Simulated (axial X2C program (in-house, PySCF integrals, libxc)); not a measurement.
Nuclear properties of InN⁺

Computed with an axial X2C code built on PySCF integrals: two-component X2C with atomic mean-field Coulomb and Gaunt terms, Gaussian nuclei, basis In dyall-cv3z, N dyall-av3z with contracted cores.

R = 2.837 Å (near the PBE0 minimum at charge 1 of the determinant lowest at the starting distance; the state shown can have its own minimum elsewhere).

Input and command:
```json
{"zs": [49, 7], "q": 1, "bas": ["dyall-cv3z", "dyall-av3z"], "r0": 1.96, "levels": ["PBE0", "HF", "PBE", "LDA", "TPSSh"], "nst": 3}
```
```bash
python soeom.py task.json out
```

Keys: zs atomic numbers; q charge; bas basis sets; r0 starting distance in Å; levels methods; nst determinants followed.

Determinant lowest in the PBE0 search, Ω = 3/2 (⟨Sz⟩ = 1.50, ⟨Lz⟩ = 0.00 at PBE0), spin on the atoms In 0.03, N 1.47:

```tsv
level	Eeff magnitude (GV/cm)	Ws magnitude In (kHz)	A∥/gI In (MHz)	qzz In (a.u.)	A∥/gI N (MHz)	qzz N (a.u.)
PBE0	3.26	1.26	131	-0.38	-8.5	0.10
HF	4.45	1.73	35.3	-0.22	42.9	0.07
PBE	3.08	1.18	180	-0.47	-17	0.11
LDA	2.8	1.08	185	-0.50	-22.1	0.12
TPSSh	3.28	1.26	148	-0.42	4.2	0.11
```

Determinant 2.31 eV from it at PBE0 and this distance, Ω = 1/2 (⟨Sz⟩ = 0.50, ⟨Lz⟩ = 0.00 at PBE0), spin on the atoms In 0.03, N 0.47:

```csv
level,Eeff magnitude (GV/cm),Ws magnitude In (kHz),A∥/gI In (MHz),qzz In (a.u.),A∥/gI N (MHz),qzz N (a.u.)
PBE0,3.98,4.59,575,-0.38,225,-0.03
HF,6.09,7.08,185,-0.26,242,-0.05
PBE,3.73,4.29,831,-0.45,221,-0.05
LDA,3.7,4.25,991,-0.51,188,-0.04
TPSSh,4.03,4.63,675,-0.40,226,-0.08
```

Eeff is the effective electric field on the electron electric dipole moment in this Ω state and Ws the scalar–pseudoscalar constant of the nucleus named (defined with the proton number Z and per Ω); A∥ (defined per Ω) follows by multiplying with gI = μI/(I μN); qzz is the electric field gradient, eQq0 = 234.96 MHz × Q/barn × qzz. The operators were transformed with the bare-nucleus X2C matrices; with these basis sets, hyperfine constants and field gradients can be off by tens of per cent, and where levels differ in sign neither size nor sign is settled.

(1) With Q(14N) = 0.02044 barn (Q from Pyykkö, Mol. Phys. 2018), turn the PBE0 values of the first state into constants in MHz.

Each state is one determinant with collinear spin, which with several unpaired electrons need not be a pure state. Unrestricted Hartree–Fock can overshoot spin polarisation at the nuclei. This is the top spin component of a Σ state; components of lower Ω are not single determinants and can lie lower. With several open shells hyperfine constants can be off by a factor of several. The search compared states at one distance, so a state with another bond length can lie lower. Further determinants of the search, some of them spin-mixed, are not shown. Where a field gradient or hyperfine factor spreads by more than a factor of two over the levels, a constant derived from it is not to be relied on. PBE0 term energies can be off by some tenths of an eV.

## Answers

(1) eQq0(14N) = 234.96 × (0.02044) × (0.10) = 0.48 MHz.
